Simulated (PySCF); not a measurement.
Where the electron goes

Compound: C4H9F2NSi.
Geometry (GFN2-xTB, Å), atoms numbered from 1 in this order:
```
atom  x, y, z in Å
C1    -0.2272    2.1693   -0.7411
C2    -0.1233    1.1867    0.1348
C3     0.3308   -0.2089   -0.1955
N4    -0.5018   -1.2611    0.3864
C5    -1.8548   -1.2760   -0.1366
Si6    2.1219   -0.4805    0.3985
F7     3.0804    0.6390   -0.2274
F8     2.2027   -0.1355    1.9608
H9    -0.5374    3.1599   -0.4552
H10    0.0025    2.0224   -1.7839
H11   -0.3565    1.3528    1.1796
H12    0.2890   -0.3427   -1.2826
H13   -0.5321   -1.1458    1.3952
H14   -2.4077   -2.0810    0.3447
H15   -1.8096   -1.4755   -1.2078
H16   -2.3970   -0.3323    0.0152
H17    2.7130   -1.7790    0.2051
```

Theory: PySCF 2.14.0, density-fitted response routines, TDDFT B3LYP/def2-SVPD, vertical, gas phase, core orbitals frozen in the response.

Frontier orbitals with the atoms that hold most of them (Löwdin shares over 4%, at most four atoms; ? is withheld):

```
orbital  ε (eV)                              atoms
 HOMO-3  -10.11    C2 24%, C3 17%, C1 16%, H11 13%
 HOMO-2   -9.49   C3 20%, Si6 13%, C2 12%, H17 10%
 HOMO-1   -7.47                                  ?
   HOMO   -6.72       N4 57%, C5 10%, C3 9%, C2 5%
   LUMO       ?                                  ?
 LUMO+1    0.09  Si6 26%, F8 14%, H17 12%, H13 10%
 LUMO+2    0.41    C5 17%, Si6 17%, C1 11%, H14 6%
```

Give the leading atoms of the HOMO-1.

C1 (bonded to C and 2 H) 35%; C2 (bonded to 2 C and H) 30%; C3 (bonded to C, N, Si and H) 10%; Si6 (bonded to C, 2 F and H) 6%. By element: carbon 74% or more, silicon 6%.

Give the leading atoms of the LUMO.

C1 (bonded to C and 2 H) 31%; C2 (bonded to 2 C and H) 28%; Si6 (bonded to C, 2 F and H) 8%; C3 (bonded to C, N, Si and H) 6%. By element: carbon 66% or more, silicon 8%.

What is the LUMO energy, and the HOMO–LUMO gap?

ε(LUMO) = -0.53 eV; the gap is 6.19 eV (0.2276 hartree).

How does S1 compare with the orbital gap of 6.19 eV?

S1 is at 5.19 eV (f = 0.0009), 1.01 eV below the gap, made of HOMO→LUMO (99%). 

One configuration dominates each of S1 and S2. Which, and how do the shares of the two leading atoms of either orbital change from the occupied to the empty one?

- S1 (5.19 eV, f 0.0009), HOMO→LUMO (99%): N4 57% → at most 7%, C5 10% → at most 7%, C1 at most 6% → 31%, C2 5% → 28%
- S2 (5.79 eV, f 0.0096), HOMO→LUMO+1 (96%): N4 57% → at most 11%, C5 10% → at most 11%, Si6 at most 6% → 26%, F8 at most 6% → 14%

Löwdin shares depend on the basis, the more so with diffuse functions.

Hardware: an Intel Xeon at 2.50 GHz with one thread, no GPU (shared host). Cost: 2.2 min, 0.91 GiB resident at most.

One conformer stands for the species.
